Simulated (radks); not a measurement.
Problem. Species: Nb+. Configuration: [Kr] 5s2 5p2 (not the ground configuration). Calculated with a radial shooting solver on a logarithmic mesh with Libxc functionals: Dirac Kohn-Sham, LDA (Slater exchange, Perdew-Wang correlation), spin-unpolarised, spherical densities, point nucleus; open shells fill j = l - 1/2 first.

Spin-orbit splittings of the eigenvalues, e(l+1/2) - e(l-1/2), with zeta = 2 splitting/(2l+1) and mean radii in bohr:

shell  occ.  splitting (eV)  zeta (eV)  <r> j=l-1/2  <r> j=l+1/2
2p        6           95.59      63.73       0.1347       0.1392
3p        6           15.52      10.35       0.4390       0.4496
3d       10           2.896      1.158       0.4308       0.4343
4p        6               ?          ?        1.232        1.259
5p        2          0.3122     0.2082        3.373        3.440

Estimate the 4p splitting.

Solution. 2.326 eV (zeta = 1.550 eV).
